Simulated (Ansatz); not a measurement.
SnH$_{6}$S, closed shell: a saddle search.

in.yaml

```yaml
crystal:
  periodic: [false, false, false]
  atoms:
    - {symbol: Sn, position_ang: [-0.915300, -0.363700, -0.250700]}
    - {symbol: S, position_ang: [1.429300, -0.215600, 1.360300]}
    - {symbol: H, position_ang: [-0.617100, -1.421600, -1.532700]}
    - {symbol: H, position_ang: [-2.102000, -1.076800, 0.806400]}
    - {symbol: H, position_ang: [-1.398400, 1.227200, -0.594300]}
    - {symbol: H, position_ang: [1.469800, 0.334700, -0.353600]}
    - {symbol: H, position_ang: [0.953700, 0.484900, -1.168400]}
    - {symbol: H, position_ang: [1.180000, 1.031000, 1.733100]}
basis:
  gaussian: {orbitals: def2-SVP}
hamiltonian: {xc: pbe0, dispersion: d4}
saddle:
  max_steps: 30
  mode_guess:
    - [-0.0000, 0.0000, -0.0000]
    - [0.0000, 0.0000, -0.0000]
    - [-0.0000, -0.0000, -0.0000]
    - [0.0000, 0.0000, -0.0000]
    - [-0.0000, 0.0000, -0.0000]
    - [0.0000, -0.0000, 0.0000]
    - [-0.0000, -0.0000, 0.0000]
    - [0.0000, 0.0000, -0.0000]
```

Run by:

```bash
ansatz run in.yaml --threads 2 --pin off --events-out ev --progress --plain --max-ram 4352MiB
```

What Ansatz 0.2.0 printed:

```
Error: invalid value for `saddle.mode_guess`: has no component on a free degree of freedom — its frozen components are dropped, and so is its uniform translation along each direction along which no atom is frozen; give the guess a component on an atom that moves relative to the others, or omit it for a random start direction
```

The run took about 0.05 s on 2 CPU threads (shared host).


The program refused the input. The guess of the mode is all zeros.